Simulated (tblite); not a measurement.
C4H9FN2Si.
InChI=1S/C4H9FN2Si/c1-3-4(5)2-7(8)6-3/h4H,2H2,1,8H3/t4-/m1/s1

Computed with GFN2-xTB (tblite): harmonic, unscaled wavenumbers at the GFN2-xTB geometry, gas phase. Errors from tens to a few hundred cm⁻¹ against measured bands are possible. Modes of hydrogen on silicon can be 10 to 20 % off.

Harmonic wavenumbers (cm⁻¹): 53.0, 70.0, 121.2, 139.1, 163.0, 208.4, 289.2, 363.2, 403.2, 481.0, 559.7, 575.2, 591.1, 638.1, 730.1, 778.0, 817.0, 830.2, 875.2, 930.4, 1012.2, 1028.0, 1043.6, 1062.3, 1115.5, 1147.8, 1177.8, 1183.8, 1275.6, 1278.5, 1321.6, 1392.8, 1457.3, 1459.3, 1464.0, 1691.2, 2203.8, 2243.2, 2357.9, 2920.3, 2955.7, 2974.4, 2990.5, 3011.4, 3065.1.

A = 3155, B = 1124, C = 891.7 MHz; mass 132.052 u (most abundant isotopes); point group C1, symmetry number 1.

Problem. Zero-point energy?

Solution. Half the sum of the wavenumbers: 27225 cm⁻¹ = 77.84 kcal/mol.

Problem. What is S at 350 K and 1 bar for an ideal gas of classical rigid rotors and harmonic oscillators?

Solution. Translation 41.37, rotation 29.49, vibration 32.23: S = 103.1 cal/(mol K).

Problem. And Cp and H(350 K) − H(0)?

Solution. Cp = 41.36 cal/(mol K), of which vibrations give 33.41 (their classical limit is 45 R = 89.4); H(350 K) − H(0) = 8.69 kcal/mol without the zero-point energy, 5.90 from vibrations.

Problem. Blend soft modes into free rotors: weight 1/[1 + (100 cm⁻¹/ν̃)⁴] for the oscillator and the rest for a rotor with moment μB/(μ + B), μ = h/(8π²ν), B = 10⁻⁴⁴ kg m². What vibrational entropy results?

Solution. 29.77 cal/(mol K) in place of 32.23, which changes −T·S at 350 K by +0.86 kcal/mol.

Problem. How do the functions run with temperature in this model?

Solution. 
```
 T (K)  S (cal/(mol K))  Cp (cal/(mol K))  H − H(0) (kcal/mol)  G − H(0) (kcal/mol)  ln q(vib)
   150             77.2              22.6                 2.30                -9.27       2.84
   250             90.8              31.9                 5.02               -17.69       5.30
298.15             96.9              36.5                 6.67               -22.21       6.47
   400            108.9              45.7                10.86               -32.70       8.94
   600            130.3              59.7                21.49               -56.66      13.71
   900            157.1              72.7                41.52               -99.91      20.43
```

q(vib) and H(0) count from the zero-point level.

Problem. What must be added to the electronic energy to get the Gibbs energy at 350 K and 1 bar?

Solution. ZPE + [H(350 K) − H(0)] − T·S = 77.84 + 8.69 − 36.08 = 50.45 kcal/mol.

Problem. Which modes carry the vibrational entropy at 350 K?

Solution. 53.0 cm⁻¹: 5.02; 70.0 cm⁻¹: 4.47; 121.2 cm⁻¹: 3.39; 139.1 cm⁻¹: 3.12; 163.0 cm⁻¹: 2.82; 208.4 cm⁻¹: 2.35 cal/(mol K); the other 39 give 11.05 together.

Hindered rotation and anharmonicity are outside this model. The structure is chiral; the term R ln 2 for an equal mix with its mirror image is left out.
